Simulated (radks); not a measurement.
Values are calculated unless marked as measured or tabulated.
Q: Hg3+, 77 electrons, occupied as [Xe] 4f14 5d9. Level of theory: Dirac Kohn-Sham, PBE, spin-unpolarised, spherical densities, finite nucleus; open shells are shared between the two j in proportion to 2j + 1; Fermi nuclear charge, rms radius 5.4648 fm (a radial shooting solver on a logarithmic mesh with Libxc functionals).

Spin-orbit splittings of the eigenvalues, e(l+1/2) - e(l-1/2), with zeta = 2 splitting/(2l+1) and mean radii in bohr:

| shell | occ. | splitting (eV) | zeta (eV) | <r> j=l-1/2 | <r> j=l+1/2 |
|---|---|---|---|---|---|
| 2p | 6 | 1948 | 1298 | 0.05692 | 0.06560 |
| 3p | 6 | ? | ? | 0.1704 | 0.1863 |
| 3d | 10 | 92.44 | 36.98 | 0.1621 | 0.1670 |
| 4p | 6 | 104.2 | 69.44 | 0.4011 | 0.4353 |
| 4d | 10 | 19.42 | 7.769 | 0.4424 | 0.4536 |
| 4f | 14 | 4.195 | 1.199 | 0.4790 | 0.4857 |
| 5p | 6 | 18.43 | 12.29 | 0.9684 | 1.062 |
| 5d | 9 | 2.071 | 0.8283 | 1.361 | 1.405 |

Estimate the 3p splitting.

A: 431.4 eV (zeta = 287.6 eV).
